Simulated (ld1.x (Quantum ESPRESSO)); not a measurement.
## boron (B), RRKJ: configuration errors across variants

```json
{
 "Element": "boron",
 "Generator": "ld1.x (Quantum ESPRESSO) 7.5",
 "Type": "norm-conserving RRKJ (Kleinman–Bylander form)",
 "Functional": "PBE",
 "Relativity": "fully relativistic",
 "Frozen core": "[He]",
 "Valence charge": "3",
 "Reference configuration": "2s1 2p0 (charge +2)",
 "Partial waves": "2s (bound): rc 1.10 bohr; 3d channel at 0.05 Ry: rc 2.05 bohr; 2p (bound, empty): rc 1.90 bohr",
 "Local potential": "the p channel",
 "Core correction": "none",
 "rho0": "0.02"
}
```

Open shells are filled in proportion to 2j + 1 (rel_dist='average').

All-electron excitation energies from the reference (eV): (1) 2s2 2p1 -33.642; (2) 2s2 2p0 -25.422; (3) 2s2 2p0.5 -30.755; (4) 2s1 2p2 -27.791; (5) 2s0 2p3 -21.921; (6) 2s2 2p1.3 -34.380; (7) 2s1 2p1 -19.281.

2 further variants failed, have other tests or too few solved ones, and are left out.

A true bound ghost makes a file unfit for plane-wave use even where its test errors are small: the radial tests pick states by their node count and pass the ghost by.

Errors AE − PS in meV (a dash: test not solved or not reliable):

| change | (1) | (2) | (3) | (4) | (5) | (6) | (7) | bound ghosts |
| --- | --- | --- | --- | --- | --- | --- | --- | --- |
| base | +125 | +29 | +88 | +220 | +328 | +135 | +138 | none |
| wave 3d channel at 0.05 Ry: rc 2.05 bohr becomes 3d channel at 0.33 Ry: rc 2.05 bohr | +125 | +29 | +88 | +220 | +328 | +135 | +138 | none |
| local potential all-electron potential smoothed inside 0.85 bohr (lloc = -1) | +157 | +36 | +107 | +252 | +358 | +172 | +148 | d5/2, d3/2, p3/2, p1/2 |
| core correction a·sin(br)/r model core inside 0.44 bohr | +36 | +12 | +28 | +53 | +79 | +36 | +36 | none |

Task: Give the same row for: type PAW; waves now 2s (bound): rcut 0.95, rcutus 1.10 bohr; 2s channel at 2.15 Ry: rcut 0.95, rcutus 1.10 bohr; 2p (bound): rcut 1.65, rcutus 1.90 bohr; 2p channel at -1.45 Ry: rcut 1.65, rcutus 1.90 bohr; 3d channel at 0.05 Ry: rcut 1.80, rcutus 2.05 bohr; 3d channel at 2.4 Ry: rcut 1.80, rcutus 2.05 bohr; local potential all-electron potential smoothed inside 1.15 bohr (lloc = -2); core correction a·sin(br)/r model core, default radius (ld1.x builds one for every PAW set, though the input has nlcc=.false.); augmentation BESSEL, radius 0.85 bohr; rho0 0.

Result: -1.6, +8.7, +2.6, -8.0, -5.5, -2.7, -4.1; bound ghosts: not determined.
